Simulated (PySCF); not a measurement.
## Assignment exercise: C₆H₁₄FNSi

Numbering as in the mapped SMILES `[CH3:1][C@@H:2]([F:3])[Si@H:4]1[CH2:5][C@@H:6]1[N:7]([CH3:8])[CH3:9]`. Each H is labelled by its parent atom. Ha(C5) is cis to C2 on the ring; Hb(C5) is trans to C2 on the ring.

Fast rotation and ring inversion assumed for equivalent nuclei, non-relativistic Hamiltonian, one computed conformer, isolated molecule. GFN2-xTB structure; GIAO PBE0/pcSseg-1 shieldings; PySCF 2.14.0 with density-fitted response routines.

δ = σ(ref) − σ, references computed at the same level: TMS for 13C (σref 186.93) and 1H (σref 31.72).

Question: Assign these signals to the numbered atoms. 13C{1H} NMR (computed): δ 89.5, 48.9, 48.5, 23.3, 8.1.

Answer: 
89.5 → C2, sp3 CH bonded to F and Si: the inductive effect lowers its shielding
48.9 → C8/C9, methyl carbon bonded to N: pulled downfield by the heteroatom
48.5 → C6, three-membered-ring carbon: the inductive effect lowers its shielding
23.3 → C1, methyl carbon: a saturated carbon with 1 carbon neighbour and no heteroatom attached
8.1 → C5, three-membered-ring carbon: carbons of three-membered rings are unusually shielded

C8/C9 and C6 lie closer than the usual error of such a calculation, so a measured spectrum could show them in the other order.

Question: Assign these signals to the numbered atoms. 1H NMR (400 MHz, computed): δ 4.64 (m, 1H), 3.21 (m, 1H), 2.33 (s, 6H), 2.05 (m, 1H), 1.60 (m, 3H), 0.76 (m, 1H), 0.64 (m, 1H).

Answer: 
```tsv
δ (ppm)	atoms	environment	reason
4.64	H(C2)	hydrogen on an sp3 CH bonded to F and Si	its carbon carries F, an electronegative neighbour
3.21	H(Si4)	hydrogen on a silicon bonded to 3 C, in a 3-membered ring	–
2.33	H(C8)/H(C9)	hydrogen on a methyl carbon bonded to N	its carbon carries N, an electronegative neighbour
2.05	H(C6)	hydrogen on a three-membered-ring carbon	–
1.60	H(C1)	hydrogen on a methyl carbon	–
0.76	Ha(C5)	hydrogen on a three-membered-ring carbon	cyclopropane-type protons are shielded by the ring
0.64	Hb(C5)	hydrogen on a three-membered-ring carbon	–
```

Ha(C5) and Hb(C5) lie closer than the usual error of such a calculation, so a measured spectrum could show them in the other order.

Splittings by 19F in the carbon and heteronuclear signals aren't shown, as no couplings were computed. Shifts are as computed. Against solution values, carbons near 30 ppm lie about +3 ppm off and those near 130 ppm about +5 ppm. Of 1211 compounds with measured shifts, 218 miss one by over three times the rms of a fit or turn the order of signals round; such compounds aren't used in these exercises. No couplings were computed; multiplicities are counted from neighbouring protons, with m where these are inequivalent, close in shift, in a saturated or five-membered ring or joined by F or P, and br s for small geminal =CH2 splittings.
